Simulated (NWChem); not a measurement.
Molecule: AlSiH₃O₂F₂; SMILES [OH][Al]([OH])[SiH](F)F

```xyz
9

Si    -0.4527     1.3369    -0.0216
F      0.1887     2.0163     1.3267
F      0.3115     2.0158    -1.3045
Al     0.0038    -1.0614    -0.0003
O     -1.3647    -2.0941    -0.0402
O      1.6484    -1.5329     0.0520
H     -1.8874     1.7813    -0.0886
H     -1.3801    -3.0631    -0.0380
H      2.0287    -2.4235     0.0667
```
Atoms are numbered in this order, from 1.

All runs: NWChem. Coordinates come from a PBE-D3(BJ)/def2-SVP optimisation. Atomic charges in e: unrestrained fits to the electrostatic potential beside Mulliken populations; buried atoms are poorly determined by the fit.

Question: What does the run give for B3LYP/def2-SVP? Quantities: ESP Si1; Mulliken Si1; ESP F2; Mulliken F2; ESP F3; Mulliken F3; ESP Al4; Mulliken Al4; ESP O5; Mulliken O5; relative RMS misfit of the potential (%).

Answer: 
```json
{
  "ESP Si1": "0.61",
  "Mulliken Si1": "0.70",
  "ESP F2": "-0.30",
  "Mulliken F2": "-0.35",
  "ESP F3": "-0.30",
  "Mulliken F3": "-0.35",
  "ESP Al4": "0.85",
  "Mulliken Al4": "0.65",
  "ESP O5": "-0.83",
  "Mulliken O5": "-0.46",
  "relative RMS misfit of the potential (%)": "17"
}
```
